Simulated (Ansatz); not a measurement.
`F[CH2][SnH2][SH]` + H–F → `[F][SnH2][SH]` + `CF` at 400 K and 1 bar (ligand exchange at the Sn–C bond).

Isolated molecules relaxed with PBE0-D4/def2-TZVP in Ansatz; ΔE leaves out vibrations. CBS: MP2 limit from def2 TZ/QZ plus the TZ coupled-cluster correction, frozen cores. This one scheme is used for every species. def2 core potentials past Kr. For Sn outer-core shells are correlated without core-valence functions, which leaves a few kJ/mol of doubt a bond. Each species was taken in one conformer, which may not be the lowest.

```
           species  CCSD(T)/CBS energy (Eh)  H − E (kJ/mol)  S (J/(mol·K))
`F[CH2][SnH2][SH]`               -752.64602           169.9          403.0
               H–F               -100.39570            36.5          182.2
   `[F][SnH2][SH]`               -713.44162            91.1          348.0
              `CF`               -139.63461           117.5          234.3
```

H − E and S are ideal-gas, rigid-rotor, harmonic terms from PBE0-D4/def2-TZVP, for one conformer and one mirror image of each species. 1 Eh = 2625.50 kJ/mol, R = 8.31446 J/(mol·K).

Question: By hand: ΔE, ΔH, ΔS and ΔG.

Answer: ΔE = (-713.44162) + (-139.63461) − (-752.64602) − (-100.39570) = -0.03451 Eh = -90.6 kJ/mol. Δ(H − E) = 91.1 + 117.5 − 169.9 − 36.5 = 2.2, so ΔH = -88.4 kJ/mol. ΔS = 348.0 + 234.3 − 403.0 − 182.2 = -2.9 J/(mol·K). ΔG = -88.4 − 400 × (-2.9)/1000 = -87.2 kJ/mol.

Question: By hand: the equilibrium constant, and the temperature at which ΔG would vanish if ΔH and ΔS stayed fixed.

Answer: log₁₀ K = −ΔG/(RT ln 10) = 11.4. ΔG = 0 at ΔH/ΔS = 30483 K, far beyond where these terms or the molecules hold.

The number of gas molecules stays the same, so ΔS is small and ΔH decides. A doubt of 5 kJ/mol in ΔE shifts log₁₀ K by 0.7 here. Other conformers and mirror images would add mixing entropy, several J/(mol·K) or more a flexible species. Modes under 60 cm⁻¹, often nearly free rotors, make the harmonic entropy too high. These are equilibria of isolated gas molecules and say nothing of rates. Largest T1 diagnostic: 0.013 (customary marks: 0.02 for closed shells, 0.045 for open ones).
